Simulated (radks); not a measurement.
Coulomb parameter of the 5d shell of the osmium ion Os+ in the model configuration [Xe] 4f14 5d4.5 6s1 6p1.5, as a second difference U = [E(n + 1) + E(n - 1) - 2 E(n)] / (1)^2 with all orbitals relaxed. "Bare": the charge of the atom changes with n. "Screened": the 6p shell takes up the change at fixed total charge, which measures U(5d,5d) + U(6p,6p) - 2 U(5d,6p). All-electron calculation, scalar-relativistic Kohn-Sham, LDA (Slater exchange, Perdew-Wang correlation), spin-unpolarised, spherical densities, finite nucleus; Fermi nuclear charge, rms radius 5.4126 fm. Program: a radial shooting solver on a logarithmic mesh with Libxc functionals.

| case | configuration | E - E(n) (eV) |
|---|---|---|
| start | [Xe] 4f14 5d4.5 6s1 6p1.5 | 0.000 |
| bare +1 | [Xe] 4f14 5d5.5 6s1 6p1.5 | -14.477 |
| bare -1 | [Xe] 4f14 5d3.5 6s1 6p1.5 | 25.221 |
| screened +1 | [Xe] 4f14 5d5.5 6s1 6p0.5 | -9.155 |
| screened -1 | [Xe] 4f14 5d3.5 6s1 6p2.5 | 11.407 |

U(bare) = 10.745 eV, U(screened by 6p) = 2.251 eV, against the Slater integral F0(5d,5d) = 14.959 eV with frozen orbitals.
